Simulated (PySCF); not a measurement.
# Peak assignment

Geometry (Å), atoms numbered from 1 in this order:
```xyz
18

N     2.6157    2.4278   -1.1725
C     1.7174    1.7954   -0.8431
C     0.6053    1.0207   -0.4394
C    -0.6558    1.5895   -0.5111
C    -1.7237    0.7961   -0.1056
N    -3.0678    1.0281   -0.0456
N    -3.6448   -0.0035    0.3938
N    -2.7494   -0.9702    0.6502
C    -1.4981   -0.5279    0.3540
C    -0.2248   -1.0793    0.4181
C     0.8430   -0.3023    0.0195
Si    2.6162   -0.9715    0.0736
H    -0.8072    2.5972   -0.8640
H    -3.0417   -1.8645    1.0085
H    -0.0723   -2.0881    0.7702
H     3.3995   -0.1395    0.9837
H     3.1593   -0.9592   -1.2823
H     2.5204   -2.3424    0.5803
```

Relativity neglected, isolated molecule, one computed conformer, averaged over atoms made equivalent by symmetry, fast rotation or ring inversion. GFN2-xTB structure; shieldings: GIAO PBE0/pcSseg-1; PySCF 2.14.0 with density-fitted response routines.

Scale: 13C (186.93 ppm) and 1H (31.72 ppm) vs TMS (reference shieldings calculated alike).

(1) Assign these signals to the numbered atoms. 13C{1H} NMR (computed): δ 149.7 (C), 141.1 (C), 141.0 (C), 134.0 (CH), 124.8 (C), 121.6 (CH), 117.7 (C).

(2) Assign these signals to the numbered atoms. 1H NMR (600 MHz, computed): δ 11.33 (br s, 1H), 8.99 (s, 1H), 8.21 (s, 1H), 4.82 (s, 3H).

Results:

(1) 
149.7 → C5, ring-fusion aromatic carbon
141.1 → C9, ring-fusion aromatic carbon
141.0 → C11, substituted aromatic carbon
134.0 → C4, aromatic CH: the aromatic region
124.8 → C2, nitrile carbon: typical of a nitrile
121.6 → C10, aromatic CH
117.7 → C3, substituted aromatic carbon

C9 and C11 lie closer than the usual error of such a calculation, so a measured spectrum could show them in the other order.

(2) 
11.33 → H14, hydrogen on a pyrrole-type ring nitrogen: exchangeable; this is the value without hydrogen bonding to other molecules
8.99 → H13, hydrogen on an aromatic CH: ring-current deshielding
8.21 → H15, hydrogen on an aromatic CH
4.82 → H16/H17/H18, hydrogen on a silicon bonded to C

OH/NH shifts are gas-phase values; hydrogen bonding in solution moves them, usually downfield. Shifts are as computed. Against solution values, carbons near 30 ppm lie about +3 ppm off and those near 130 ppm about +5 ppm. Of 1211 compounds with measured shifts, 218 miss one by over three times the rms of a fit or turn the order of signals round; such compounds aren't used in these exercises. No couplings were computed; multiplicities are counted from neighbouring protons, with m where these are inequivalent, close in shift, in a saturated or five-membered ring or joined by F or P, and br s for small geminal =CH2 splittings.
